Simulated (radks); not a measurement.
Values are calculated unless marked as measured or tabulated.
All-electron atom: La4+ in [Kr] 4d10 5s2 5p4 6p1 (not the ground configuration). Code: a radial shooting solver on a logarithmic mesh with Libxc functionals. Model: Dirac Kohn-Sham, BLYP, spin-unpolarised, spherical densities, finite nucleus; open shells are shared between the two j in proportion to 2j + 1; Fermi nuclear charge, rms radius 4.855 fm.

Normalised radial functions P(r) = r R(r) (large component), r in bohr:

r            5d5/2
0.0008791   0.0000
0.001182    0.0000
0.001602    0.0000
0.002154    0.0000
0.002919    0.0000
0.003924    0.0001
0.005318    0.0002
0.00715     0.0004
0.009613    0.0009
0.01303     0.0020
0.01752     0.0044
0.02374     0.0097
0.03192     0.0202
0.04326     0.0408
0.05816     0.0756
0.07819     0.1286
0.106       0.1963
0.1425      0.2498
0.1931      0.2413
0.2596      0.1195
0.3518     -0.1175
0.473      -0.3430
0.636      -0.3801
0.8619     -0.1160
1.159       0.3273
1.57        0.7036
2.111       0.7648
2.862       0.5259
3.847       0.2268
5.173       0.0543
7.01        0.0055
9.425       0.0002

5d5/2 (empty): eigenvalue -37.417 eV, 2 radial nodes at r = 0.306, 0.937 bohr, <r> = 2.15 bohr, 90 % of the charge inside 3.14 bohr.
